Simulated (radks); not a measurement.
Q: All-electron atom: Tm XLVI in [Ar] 3d6. All-electron calculation, scalar-relativistic Kohn-Sham, PBE, spin-polarised, spherical densities, finite nucleus; open shells are filled with parallel spins first (spin-orbit coupling, left out, can overturn this in heavy ions); Fermi nuclear charge, rms radius 5.2256 fm. Program: a radial shooting solver on a logarithmic mesh with Libxc functionals. Some entries of the table are withheld. Estimate them.

| orbital | occ. | eigenvalue (hartree) | <r> (bohr) | <1/r> (bohr^-1) |
|---|---|---|---|---|
| 1s up | 1 | -2271.358 | 0.02001 | 79.07 |
| 1s down | 1 | -2271.351 | 0.02001 | 79.07 |
| 2s up | 1 | -458.7409 | 0.08453 | 18.50 |
| 2s down | 1 | -458.1035 | 0.08446 | 18.52 |
| 2p up | 3 | -416.1087 | 0.07504 | 17.03 |
| 2p down | 3 | -415.6104 | 0.07496 | 17.05 |
| 3s up | 1 | -165.0914 | 0.2120 | 7.144 |
| 3s down | 1 | -164.3890 | 0.2124 | 7.123 |
| 3p up | 3 | -152.1760 | 0.2092 | 6.697 |
| 3p down | 3 | -151.4591 | 0.2097 | 6.675 |
| 3d up | 5 | -137.7953 | (1) | 6.357 |
| 3d down | 1 | -136.8929 | (2) | 6.342 |
| 4s up | 0 | -83.18073 | 0.4114 | (3) |
| 4s down | 0 | -82.93654 | 0.4122 | (4) |
| 4p up | 0 | -78.09680 | 0.4169 | 3.437 |
| 4p down | 0 | -77.85212 | 0.4178 | 3.428 |
| 4d up | 0 | -72.35728 | 0.4058 | 3.272 |
| 4d down | 0 | -72.08380 | 0.4070 | 3.265 |

A: 
(1) 3d up <r> (bohr): 0.1868
(2) 3d down <r> (bohr): 0.1873
(3) 4s up <1/r> (bohr^-1): 3.620
(4) 4s down <1/r> (bohr^-1): 3.611
